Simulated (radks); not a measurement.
The numbers below are computed, except where a source is named.
Species: the samarium ion Sm34+. Configuration: [Ne] 3s1 3p6 3d10 4p1 (not the ground configuration). Level of theory: scalar-relativistic Kohn-Sham, SOGGA, spin-polarised, spherical densities, finite nucleus; open shells are filled with parallel spins first (spin-orbit coupling, left out, can overturn this in heavy ions); Fermi nuclear charge, rms radius 5.0819 fm (a radial shooting solver on a logarithmic mesh with Libxc functionals). Some entries of the table are withheld. Estimate them.

| orbital | occ. | eigenvalue (Ry) | r(max) (bohr) |
|---|---|---|---|
| 1s up | 1 | -3533.916 | 0.01450 |
| 1s down | 1 | -3533.650 | 0.01450 |
| 2s up | 1 | -662.0081 | 0.08206 |
| 2s down | 1 | -661.8281 | 0.08207 |
| 2p up | 3 | -602.1074 | 0.06622 |
| 2p down | 3 | -601.9110 | 0.06623 |
| 3s up | 1 | -217.7398 | 0.2309 |
| 3s down | 0 | -217.3288 | 0.2309 |
| 3p up | 3 | -198.9423 | 0.2255 |
| 3p down | 3 | -198.5381 | 0.2255 |
| 3d up | 5 | -174.3349 | (1) |
| 3d down | 5 | -173.9906 | (2) |
| 4p up | 1 | -97.53897 | 0.5025 |
| 4p down | 0 | -96.95169 | 0.5022 |

Answer. 
(1) 3d up r(max) (bohr): 0.1835
(2) 3d down r(max) (bohr): 0.1833
